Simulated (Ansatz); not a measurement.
Reactions of `CC(C)[Si]F`.

Program: Ansatz. Geometries: PBE0-D4/def2-TZVP. ΔE: electronic, gas phase. CCSD(T)/CBS adds triple-zeta CCSD(T) − MP2 to the extrapolated MP2 energy (def2 sets, frozen cores). This one scheme is used for every species. Functionals use def2-TZVPP. Each species was taken in one conformer, which may not be the lowest.

```tsv
reaction	CCSD(T)/CBS(def2) (kJ/mol)
`CC(C)[Si]F` + H₂S → `F[Si]S` + `CCC`	-121
`CC(C)[Si]F` + H–F → `F[Si]F` + `CCC`	-209
`CC(C)[Si]F` + `C=CC(=O)O` → `C=C(C)C(=O)O` + `CC[Si]F`	-16
`CC(C)[Si]F` → `F[SiH]` + `C=CC`	137
`CC(C)[Si]F` + `[SiH3]N[SiH3]` → `F[Si]N([SiH3])[SiH3]` + `CCC`	?
`CC(C)[Si]F` + H₂ → `CC(C)[SiH]` + H–F	?
`CC(C)[Si]F` + HCl → `CC(C)[Si]Cl` + H–F	26
`CC(C)[Si]F` + `CCC` → `CC(C)[Si]C(C)C` + H–F	184
`CC(C)[Si]F` + `CNC` → `CN(C)[Si]F` + `CCC`	-152
`CC(C)[Si]F` + H₂O → `CC(C)[Si]O` + H–F	?
```

Task: Fill in the missing values. (Estimate.)

Result: Ansatz gave: `CC(C)[Si]F` + `[SiH3]N[SiH3]` → `F[Si]N([SiH3])[SiH3]` + `CCC`: -144.3 kJ/mol; `CC(C)[Si]F` + H₂ → `CC(C)[SiH]` + H–F: +153.4 kJ/mol; `CC(C)[Si]F` + H₂O → `CC(C)[Si]O` + H–F: +32.1 kJ/mol.

Largest T1 diagnostic: 0.015, for `C=CC(=O)O`.
